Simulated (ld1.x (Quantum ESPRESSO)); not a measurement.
# nickel: PAW pseudisation with PBE, scalar-relativistic reference atom.

```
Element                 : Ni (Z = 28)
Generator               : ld1.x (Quantum ESPRESSO) 7.5
Type                    : PAW
Functional              : PBE
Relativity              : scalar-relativistic
Frozen core             : [Ne]
Valence charge          : 18
Reference configuration : 3s2 3p6 3d8 4s2 4p0
Partial waves           : 3s (bound): rcut 1.35, rcutus 1.55 bohr; 4s (bound): rcut 1.35, rcutus 1.55 bohr; 3p (bound): rcut 1.35, rcutus 1.50 bohr; 4p (bound, empty): rcut 1.35, rcutus 1.50 bohr; 3d (bound): rcut 1.60, rcutus 1.85 bohr; 3d channel at 1.6 Ry: rcut 1.60, rcutus 1.85 bohr
Local potential         : all-electron potential smoothed inside 1.94 bohr (lloc = -1)
Core correction         : a·sin(br)/r model core, default radius (ld1.x builds one for every PAW set, though the input has nlcc=.false.)
Augmentation charge     : BESSEL, radius 1.00 bohr
```

All-electron outer shells of the reference configuration (PBE, scalar-relativistic, ld1.x):

| shell | level (eV) | outermost node (bohr) | outermost maximum (bohr) |
| --- | --- | --- | --- |
| 2s | -981.83 | 0.07 | 0.21 |
| 2p | -844.68 | – | 0.16 |
| 3s | -111.06 | 0.30 | 0.64 |
| 3p | -71.39 | 0.27 | 0.65 |
| 3d | -8.87 | – | 0.63 |
| 4s | -5.64 | 0.92 | 2.24 |
| 4p | -1.22 | 1.00 | 3.17 |

Calculated quality:

```json
{"Cutoffs needed": "45 Ry and 70 Ry (the cutoffs (Ry, on a coarse ladder) from which the occupation-weighted sum of valence levels, in a spherical-Bessel basis at the reference potential, stays within 10 and 1 mRy of its value at 400 Ry)", "Ghost test": "no extra level below or beside the all-electron valence levels (s, p, d, f tested) (spherical-Bessel basis up to 400 Ry, 20 bohr box)", "Configuration tests": "test run stopped at test 2 of 7 (negative rho), 1 before it not solved; not counted: 3s2 3p6 3d8 4s1 4p0 (pseudo-atom not self-consistent, printed error -2886 eV)", "Lowest eigenvalue of the overlap operator": "0.09 (p channel)"}
```

Generation and tests took about 2.5 s on one core of a shared server CPU.
